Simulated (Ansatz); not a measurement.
Total energies of `FCCC(F)(F)CF`.

Cartesian coordinates in Å:
```
F -0.110 -0.647 -2.816
C 0.417 -0.334 -1.575
C -0.729 0.054 -0.665
C -0.322 0.639 0.667
F -1.447 1.049 1.321
F 0.438 1.750 0.462
C 0.403 -0.269 1.642
F 1.585 -0.712 1.101
H 1.117 0.495 -1.704
H 0.961 -1.207 -1.213
H -1.376 -0.807 -0.482
H -1.328 0.819 -1.167
H 0.618 0.300 2.550
H -0.227 -1.130 1.880
```

Charge 0, multiplicity 1. The structure was optimised at the PBE0-D4/def2-TZVP level. It is one conformer, not always the lowest. Basis def2-TZVPP, the Gaussian-basis code of Ansatz.

RPA on PBE orbitals: Hartree–Fock energy of these orbitals -552.86062 Eh, correlation -2.57257 Eh (frozen core).

```csv
functional,energy without D4 (Eh),D4 term (kJ/mol)
LDA (SPW92),-551.66856,–
B2PLYP,-555.29010,–
```

Give the same for PBE, revPBE, BLYP, r2SCAN, B97M-V, PBE0, B3LYP, r2SCANh, r2SCAN0, HSE06 (plane-wave form), BHLYP, CAM-B3LYP, LC-ωPBE, ωB97X-V, ωB97M-V, PBE-QIDH. (An estimate is asked.)

Ansatz gave: 
```
             functional  energy without D4 (Eh)  D4 term (kJ/mol)
                    PBE              -555.05811             -26.1
                 revPBE              -555.45289             -90.4
                   BLYP              -555.53256             -58.2
                 r2SCAN              -555.38849              -6.9
                 B97M-V              -555.50394                 –
                   PBE0              -555.07770             -21.9
                  B3LYP              -555.64802             -41.2
                r2SCANh              -555.36045              -7.2
                r2SCAN0              -555.32039              -7.8
HSE06 (plane-wave form)              -555.05275             -20.1
                  BHLYP              -555.40215             -27.9
              CAM-B3LYP              -555.47487             -21.7
                LC-ωPBE              -555.33619                 –
                ωB97X-V              -555.47301                 –
                ωB97M-V              -555.47875                 –
               PBE-QIDH              -555.00888                 –
```

B3LYP takes the VWN-RPA correlation (the form of Gaussian; ORCA's B3LYP/G). HSE06 is the plane-wave form, built on full-range PBE exchange. The double hybrids freeze the cores in their second-order part.

LC-ωPBE has ω = 0.4 bohr⁻¹.
